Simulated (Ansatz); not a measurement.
The O3–H4 bond of FHOPb (SMILES [OH][Pb][F]) is stretched (multiplicity 1, the rest rigid).
Geometry at rest (charge 0, multiplicity 1):
```csv
atom,x (Å),y (Å),z (Å)
Pb,0.1198,0.0251,0.2337
F,-0.2989,1.3526,-1.3024
O,-0.7528,-1.6071,-0.7309
H,-1.1147,-1.3712,-1.5949
```

Correlated levels freeze the cores. Filled d and f shells under p-block atoms count as core.

Programs: Ansatz (a quantum-chemistry and plane-wave program).  In def2 rows elements past Kr take small-core potentials, without spin–orbit coupling.

FIC-MRCISD+Q on CASSCF(4,3)/def2-TZVPP, total energies (hartree):

```json
[
 {"R (Å)": "0.966", "CASSCF": "-366.868837", "MRCISD": "-367.377984", "weight c² of the reference": "0.90013"},
 {"R (Å)": "1.691", "CASSCF": "-366.751245", "MRCISD": "-367.247437", "weight c² of the reference": "0.89868"},
 {"R (Å)": "3.091", "CASSCF": "-366.703348", "MRCISD": "-367.187906", "weight c² of the reference": "0.90166"}
]
```

**Question.** Add the Davidson correction (E_MRCISD − E_CASSCF)(1 − c²)/c² and give the energies above the first point at the three levels.

**Answer.** 
Corrections (hartree): -0.056488, -0.055942, -0.052849. Above the first point (kcal/mol):
- R = 1.691 Å: CASSCF 73.8, MRCISD 81.9, with the correction 82.3
- R = 3.091 Å: CASSCF 103.8, MRCISD 119.3, with the correction 121.6

Doubts at one or more of the structures used: active orbitals that take no part (FIC-MRCISD+Q on CASSCF(4,3)/def2-TZVPP).
